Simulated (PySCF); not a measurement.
Isomers of C2H6N2. Isolated molecules, 0 K electronic values unless said otherwise. One relaxed conformer stands for each flexible species; it need not be the lowest. Strings in code marks are SMILES.

Calculation: PySCF 2.14.0 with B3LYP-D3(BJ)/def2-TZVP. B3LYP has the VWN-RPA correlation part, as in Gaussian. 

| species | HOMO (eV) | HOMO–LUMO gap (eV) |
|---|---|---|
| `[H]/N=C(/C)N` | -6.76 | 7.11 |
| `NC/C=N\[H]` | -6.78 | 6.24 |
| `C/N=C/N` | -6.46 | 7.07 |
| `C/N=C\N` | -6.59 | 7.06 |
| `C=NCN` | -6.93 | 6.24 |
| `C=C(N)N` | -5.27 | 5.59 |
| `[H]/N=C\NC` (C–N–C–N torsion 6°) | -6.53 | 7.09 |
| `C1NCN1` | -6.27 | 6.88 |
